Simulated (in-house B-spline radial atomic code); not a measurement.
**Binding energies in Gd2+**

NIST's tabulated ground configuration is [Xe] 4f7 5d1; each binding energy is the energy of the ion with one electron taken from that subshell, relaxed, less that of the parent. All numbers are computed (Dirac-Kohn-Sham PBE0, spherical fractional occupations; Fermi nucleus of rms radius 5.1569 fm) with a B-spline radial code for spherical atoms, not measured. Energies include first-order Breit, QED and recoil terms.

Caution: exact exchange at fractional occupations of open shells leaves self-interaction of up to several eV.

```
subshell  X-ray name  binding energy (eV)  -ε (eV)  relaxation (eV)
      1s           K              50389.6  50182.6           -398.2
      2s          L1               8368.1   8325.4            -67.2
   2p1/2          L2               7964.6   7901.5            -86.5
   2p3/2          L3               7275.2   7205.2            -85.6
      3s          M1               1884.8   1870.7            -18.8
   3p1/2          M2               1702.7   1686.8            -20.0
   3p3/2          M3               1562.1   1543.3            -21.4
   3d3/2          M4               1250.8   1226.8            -25.5
   3d5/2          M5               1220.9   1195.6            -26.1
      4s          N1                402.6    394.9             -8.7
   4p1/2          N2                330.6    322.8             -8.6
   4p3/2          N3                299.8    290.8             -9.5
   4d3/2          N4                180.7    171.6             -9.2
   4d5/2          N5                175.3    165.8             -9.6
      5s          O1                72.75    66.98            -5.92
   5p1/2          O2                51.86    46.41            -5.54
   5p3/2          O3                47.67    41.92            -5.80
      4f        N6,7                31.38    22.56            -8.69
      5d        O4,5                18.77    14.30            -4.46
```

Relaxation = -ε minus the binding energy without Breit, QED and recoil terms. With a density functional, K lines can miss by some tenths of a per cent, more in light atoms. For a density functional the relaxation so defined is negative, because -ε of a Kohn-Sham level is smaller than the binding energy.

Emission lines follow as differences of binding energies, with λ = 12398.42 eV·Å / E:

| line | holes | energy (eV) | wavelength (Å) |
| --- | --- | --- | --- |
| K-L3 | 1s → 2p3/2 | 43114.4 | 0.28757 |
| K-L2 | 1s → 2p1/2 | 42425.0 | 0.29224 |
| K-M3 | 1s → 3p3/2 | 48827.5 | 0.25392 |
| L3-M5 | 2p3/2 → 3d5/2 | 6054.3 | 2.0479 |
| L2-M4 | 2p1/2 → 3d3/2 | 6713.8 | 1.8467 |
| L1-M3 | 2s → 3p3/2 | 6806.0 | 1.8217 |
| L3-M1 | 2p3/2 → 3s | 5390.4 | 2.3001 |
| L2-N4 | 2p1/2 → 4d3/2 | 7783.9 | 1.5928 |

(1) What screening constant σ does Moseley's law, E = (3/4)·13.6057 eV·(Z - σ)², need for K-L3?

Moseley's non-relativistic formula needs a falling, then negative, screening constant for heavy elements, because relativity binds the 1s electron more strongly than the formula allows.

Answers

(1) σ = -1.00.
